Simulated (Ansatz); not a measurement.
System: bromine, Br2, charge 0, multiplicity 1. SMILES: BrBr
Geometry: optimised at B3LYP-D3(BJ)/def2-TZVP (Ansatz, an electronic-structure program).

Wanted: vertical electron affinity (to the doublet state of charge -1; a negative value means that the extra electron is unbound and the number depends on the basis; each state is the SCF solution reached for its spin), in eV. Correlated levels leave the core frozen unless marked. UHF or UKS for open shells. Spin-orbit coupling is left out. Frozen are the shells of the preceding noble gas and the d and f shells that filled before the atom's block. Non-relativistic. Anions need diffuse functions: aug- sets have them; def2-D sets add few. CBS(X,Y): correlation extrapolated as X^-3; Hartree-Fock from the larger set.

```csv
level,program,vertical electron affinity (eV),minus last row
SVWN5/def2-TZVPD,Ansatz,1.75,0.18
PBE/def2-TZVPD,Ansatz,1.59,0.02
r2SCAN/def2-TZVPD,Ansatz,1.70,0.13
B3LYP/def2-TZVPD,Ansatz,1.66,0.09
BHLYP/def2-TZVPD,Ansatz,1.60,0.03
CAM-B3LYP/def2-TZVPD,Ansatz,1.69,0.12
wB97M-V/def2-TZVPD,Ansatz,1.54,-0.03
wB97X/def2-TZVPD,Ansatz,1.57,0.00
CCSD/aug-cc-pVDZ,Ansatz,1.41,-0.16
CCSD/def2-SVPD,Ansatz,1.42,-0.15
CCSD/aug-cc-pVTZ,Ansatz,1.40,-0.17
CCSD/def2-TZVPPD,Ansatz,1.37,-0.20
CCSD/def2-QZVPPD,Ansatz,1.45,-0.12
"CCSD/CBS(def2-TZVPPD,def2-QZVPPD)",Ansatz,1.52,-0.05
CCSD(T)/aug-cc-pVDZ,Ansatz,1.40,-0.17
CCSD(T)/def2-SVPD,Ansatz,1.42,-0.15
CCSD(T)/aug-cc-pVTZ,Ansatz,1.42,-0.15
CCSD(T)/def2-TZVPPD,Ansatz,1.37,-0.20
CCSD(T)/aug-cc-pVQZ,Ansatz,1.50,-0.07
"CCSD(T)/CBS(def2-TZVPPD,def2-QZVPPD)",Ansatz,1.55,-0.02
"CCSD(T)/CBS(aug-cc-pVTZ,aug-cc-pVQZ)",Ansatz,1.57,0.00
```
